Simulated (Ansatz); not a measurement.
Molecule: CH3Cl5Si2 (charge 0, singlet). 
Coordinates optimised at B3LYP-D3(BJ)/def2-TZVP (Ansatz, an electronic-structure program):
```xyz
11

Cl    -1.8382     1.4094    -1.2058
Si    -1.8065    -0.3512    -0.1548
Cl    -3.4940    -0.4677     1.0163
C     -0.3168    -0.4189     0.9611
Si     1.3471    -0.1605     0.1909
Cl     1.4434    -1.1117    -1.6213
Cl     1.7264     1.8263    -0.0825
Cl     2.8052    -0.9367     1.4019
H     -1.8424    -1.4648    -1.1096
H     -0.3163    -1.4090     1.4282
H     -0.4373     0.3161     1.7614
```

Total electronic energies in hartree. Cores are frozen in the correlated levels unless marked. Spin-orbit coupling is left out. Non-relativistic unless marked X2C. CBS marks a two-point X^-3 extrapolation of the correlation energy; Hartree-Fock from the larger set.

```tsv
level	program	energy (Eh)
r2SCAN0-D4/def2-TZVPD	Ansatz + dftd4	-2920.06536
LC-wPBE/def2-TZVPD	Ansatz	…
MP2/cc-pwCVTZ	Ansatz	-2916.80331
RI-MP2/aug-cc-pV(T+d)Z	Ansatz	-2916.81315
SCS-MP2/STO-3G	Ansatz	-2883.72968
SCS-MP2/aug-cc-pV(T+d)Z	Ansatz	-2916.79046
SCS-MP2/cc-pV(Q+d)Z	Ansatz	-2916.92228
X2C-CCSD(T)/cc-pVTZ-DK	Ansatz	-2925.17744
CCSD(T)/CBS(cc-pV(T+d)Z,cc-pV(Q+d)Z)	Ansatz	-2917.1875
```

Problem. Some entries are withheld; supply them.

Solution. 
- LC-wPBE/def2-TZVPD, energy (Eh): -2919.46675
